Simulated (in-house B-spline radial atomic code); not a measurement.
BLYP excitations of Pr VI (Pr5+)

Method: BLYP. Computed with an all-electron radial atomic-structure program (B-spline basis): linear response of the closed shell [Kr] 4d10 5s2 5p6 with the functional's adiabatic kernel; scalar-relativistic (spin-free one-electron X2C), finite nucleus, no spin-orbit coupling, no double excitations, S, P, D and F terms only; shells from n = 3 respond. Only terms of natural parity with L up to 3 were computed.

Spin-orbit coupling is strong here, so these LS terms don't match observed levels.

Command:
```bash
python run_td.py task.json out
```
Settings (radii: box in bohr, nucleus in fm):
```
Z                        59
electrons                54
configuration            [Kr] 4d10 5s2 5p6
hamiltonian              x2c
method                   b88,lyp
box_radius               16.35
rms_radius               4.8919
intervals                70
```

Cost of the run: 3.8 s on 1 thread of Arm Neoverse N1, on a shared host.

The lowest states, in the order of their Tamm-Dancoff energies; the method's threshold (minus the highest occupied level) is 76.55 eV. Labels give the largest channel, * marks a mixed state, and oscillator strengths are full-response dipole values. Semilocal kernels can invert the small singlet-triplet splittings of Rydberg terms. Energies in eV:

```csv
state,full response,Tamm-Dancoff,oscillator strength
5p → 4f 3D,6.250,6.335,-
5p → 4f 1D,?,?,-
5p → 5d 3P,25.983,26.049,-
5p → 5d 3F*,25.983,26.089,-
5s → 4f 3F,?,?,-
```

(1) Where does 5s → 4f 3F lie?

(2) Where does 5p → 4f 1D lie?

(3) How large is the singlet-triplet splitting of 5p → 4f (D terms) in Tamm-Dancoff?

(4) What polarisabilities and dispersion coefficient does the method give?

Results:

(1) At 27.416 eV in full response, 27.429 eV in Tamm-Dancoff.

(2) At 8.335 eV in full response, 8.506 eV in Tamm-Dancoff.

(3) 2.17 eV, from the unrounded values.

(4) Dipole 4.584 bohr³, quadrupole 14.4 bohr⁵, C6 23.17 hartree·bohr⁶ for two such species.
